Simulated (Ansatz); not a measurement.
A set of 12 reactions (ligand exchange), with CCSD(T)/CBS values in kJ/mol:

| reaction | ΔE |
| --- | --- |
| `NB[SiH2][SeH]` + NH₃ → `NB[SiH2]N` + H₂Se | 34.8 |
| `[Cl][Al]([Br])[Br]` + H–F → `[F][Al]([Br])[Br]` + HCl | -18.2 |
| `BOCC` + `CN[SiH2]N` → `BN[SiH2]NC` + `CCO` | 10.4 |
| `C[CH](S)[SbH2]` + `NC=O` → `O=C[NH][SbH2]` + `CCS` | -24.5 |
| `C[SiH2][Te]B(O)O` + `C=CS` → `C=CS[SiH2]C` + `OB(O)[TeH]` | 13.0 |
| `FBOCS` + `[OH][InH2]` → `FB[O][InH2]` + `OCS` | -19.6 |
| `NC[SiH](O)O` + `N[SiH](F)F` → `O[SiH](O)N[SiH](F)F` + CH₃NH₂ | -84.7 |
| `O[SiH2]N[SiH2][AlH2]` + CH₃SH → `C[S][AlH2]` + `O[SiH2]N[SiH3]` | -123.7 |
| `C=C[SiH2]Br` + `O[SiH3]` → `[SiH3]O[SiH2]Br` + `C=C` | -112.9 |
| `[OH][Al]([OH])[SeH]` + NH₃ → `[NH2][Al]([OH])[OH]` + H₂Se | 30.3 |
| `[AlH2][CH2][SiH3]` + `OC[TeH]` → `[SiH3]OC[TeH]` + `[CH3][AlH2]` | -74.0 |
| `CN[SiH2]CN` + `[SiH3]S` → `NC[SiH2]S[SiH3]` + CH₃NH₂ | -19.7 |

Isolated molecules relaxed with PBE0-D4/def2-TZVP in Ansatz; ΔE leaves out vibrations. CCSD(T)/CBS is the MP2 limit (def2-TZVPP, def2-QZVPP) plus CCSD(T) − MP2 in def2-TZVPP, frozen cores. This one scheme is used for every species. Functionals use def2-TZVPP. B3LYP here is the variant with VWN-RPA as its local correlation; programs differ in this. def2 core potentials past Kr. For Br, In, Sb, Se, Te outer-core shells are correlated without core-valence functions, which leaves a few kJ/mol of doubt a bond. Scalar relativity is left out up to krypton. Each species was taken in one conformer, which may not be the lowest.

Give the mean, mean absolute and largest difference (level minus CCSD(T)/CBS, kJ/mol) for: PBE-D4, PBE0-D4, B3LYP-D4, B2PLYP, PBE, PBE0, B3LYP, MP2/def2-TZVPP, CCSD(T)/def2-TZVPP, MP2/def2-QZVPP, SCS-MP2/def2-QZVPP, HF/CBS(def2), MP2/CBS(def2), CCSD/CBS(def2). (Best estimate.)

Computed: 
```tsv
level	mean	mean absolute	largest
PBE-D4	4.2	7.0	14.4
PBE0-D4	3.3	5.2	9.6
B3LYP-D4	-1.4	3.4	6.6
B2PLYP	-1.8	3.9	-7.4
PBE	4.0	7.2	15.5
PBE0	3.1	5.0	10.9
B3LYP	-1.7	5.4	-10.9
MP2/def2-TZVPP	0.0	1.9	-8.2
CCSD(T)/def2-TZVPP	-0.5	1.8	-3.7
MP2/def2-QZVPP	0.0	2.5	-9.7
SCS-MP2/def2-QZVPP	-1.9	2.8	-6.9
HF/CBS(def2)	-6.5	10.1	-19.2
MP2/CBS(def2)	0.5	3.3	-10.8
CCSD/CBS(def2)	-0.7	1.5	3.3
```

The largest T1 diagnostic in the set is 0.017, for `[OH][InH2]` (customary mark 0.02).

CCSD(T)/CBS is a level of theory with its own doubt, and the functionals carry their triple-zeta basis error, so these figures describe this set and don't rank the functionals.
